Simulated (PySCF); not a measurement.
Delta-SCF ions had no search for a lower state. Excitations are Tamm–Dancoff values on a coarser integration grid. The basis has no diffuse functions, so Rydberg states are missing or too high.

# C₈H₇FSSi, SMILES `Fc1cc2cc([SiH3])ccc2s1` (charge 0, multiplicity 1)

The numbers are results of PBE-D3(BJ)/def2-TZVP // PBE-D3(BJ)/def2-SVP in PySCF, not measurements.

| Quantity | Value |
|---|---|
| HOMO | -5.66 eV |
| dipole moment | 0.21 D |
| HOMO–LUMO gap | 3.80 eV |
| LUMO | -1.86 eV |
| S1 excitation (TDA) | 4.20 eV |
| S1 oscillator strength | 0.009 |
| T1 excitation (TDA) | 3.34 eV |
| S1–T1 gap (TDA) | 0.86 eV |
| vertical ionisation energy (Delta-SCF) | 8.05 eV |
| total energy | -29822.93 eV |
| cost | very roughly 21 core-minutes |

Bonds (Å): F1–C2 1.329, C2–C3 1.368, C2–S11 1.763, C3–C4 1.442, C3–H12 1.097, C4–C5 1.414, C4–C10 1.429, C5–C6 1.406, C5–H13 1.102, C6–Si7 1.886, C6–C8 1.422, Si7–H14 1.506, Si7–H15 1.507, Si7–H16 1.504, C8–C9 1.398, C8–H17 1.102, C9–C10 1.404, C9–H18 1.100, C10–S11 1.756. Bond angles (°): F1–C2–C3 127.0, F1–C2–S11 118.1, C3–C2–S11 114.9, C2–C3–C4 111.2, C2–C3–H12 123.3, C4–C3–H12 125.5, C3–C4–C5 129.3, C3–C4–C10 112.4, C5–C4–C10 118.4, C4–C5–C6 120.8, C4–C5–H13 118.8, C6–C5–H13 120.4, C5–C6–Si7 120.5, C5–C6–C8 119.1, Si7–C6–C8 120.4, C6–Si7–H14 110.8, C6–Si7–H15 111.1, C6–Si7–H16 109.1, H14–Si7–H15 107.6, H14–Si7–H16 109.2, H15–Si7–H16 108.9, C6–C8–C9 121.7, C6–C8–H17 119.9, C9–C8–H17 118.5, C8–C9–C10 118.4, C8–C9–H18 120.8, C10–C9–H18 120.9, C4–C10–C9 121.7, C4–C10–S11 111.8, C9–C10–S11 126.5, C2–S11–C10 89.7.
